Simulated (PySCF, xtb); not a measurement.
SiCl₂FI, SMILES F[Si](Cl)(Cl)I.

GFN2-xTB (xtb) at its own geometry gives an orbital gap of 5.86 eV and a dipole moment of 4.55 D.

The structure is a stationary point at PBE0-D3(BJ)/def2-SVP. The structure was generated by enumeration, and PubChem lists no compound with its InChIKey, so it may never have been made. The def2 effective core potentials stand for the cores of I; spin–orbit coupling is left out.

**Question.** What does r2SCAN/def2-TZVP (PySCF) give? (Estimate from the structure and the level; the computed values follow.)

**Answer.** gap 5.53 eV (levels -7.50 and -1.97 eV), dipole 0.91 D.
